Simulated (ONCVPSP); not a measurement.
Before and after: ONCV potential for hafnium

```
Element                 : hafnium
Generator               : ONCVPSP 4.0.1
Type                    : optimised norm-conserving Vanderbilt (ONCV)
Functional              : PBEsol
Relativity              : scalar-relativistic
Frozen core             : [Kr] 4d10 4f14
Valence charge          : 12
Reference configuration : 5s2 5p6 5d2 6s1.75 (charge +0.25)
Partial waves           : 5s+6s: rc 2.15 bohr, ncon 5, nbas 9, qcut 6.8 1/bohr, 2 projectors; 5p: rc 1.80 bohr, ncon 3, nbas 6, qcut 7.6 1/bohr, 2 projectors, debl 3.4 Ha; 5d: rc 1.80 bohr, ncon 4, nbas 9, qcut 8.2 1/bohr, local
Local potential         : the d channel
Core correction         : Teter function, fcfact 4, rcfact 1.25
```

Change: d: nproj 1; local potential polynomial inside 1.25 bohr (lpopt 5, dvloc0 0 Ha).

Cutoffs: the cutoffs (Ha) at which the residual kinetic energy of the hardest occupied pseudo-wave falls to 1 and 0.1 mHa per electron; they do not see the model core or the augmentation charge, which bear on the density cutoff. Errors are all-electron minus pseudo energies relative to the spin-unpolarised reference configuration.

Predict the effect on cutoff, ghosts and configuration errors.

The potential gets neither clearly harder nor softer (17 Ha and 22 Ha → 17 Ha and 22 Ha); the errors of the 4 common tests hardly move; neither file shows a bound ghost.

```csv
quantity,base,changed
"cutoff, loose",17 Ha,17 Ha
"cutoff, tight",22 Ha,22 Ha
bound ghosts,none,none
GHOST(+) flags under 300 eV,none,s at 96.5 eV
"error for 5s2 5p6 5d2 6s2, meV [ΔE -1.46 eV]",+0.5,+0.5
"error for 5s2 5p6 5d2 6s1, meV [ΔE 6.55 eV]",-2.0,-2.0
"error for 5s2 5p6 5d2 6s0, meV [ΔE 20.72 eV]",+1.7,+1.8
"error for 5s2 5p6 5d2 6s1.5, meV [ΔE 1.81 eV]",-0.6,-0.6
s: phases at 2.18 bohr within 0.05 rad from the reference energy up to (Ha; the scan ends near 5),4.1,3.4
p: phases at 1.82 bohr within 0.05 rad from the reference energy up to (Ha; the scan ends near 5),to the end of the scan,to the end of the scan
d: phases at 1.82 bohr within 0.05 rad from the reference energy up to (Ha; the scan ends near 5),3.3,2.7
"rms error of d²Exc/dni dnj with the model core, mHa",1.93,1.93
```
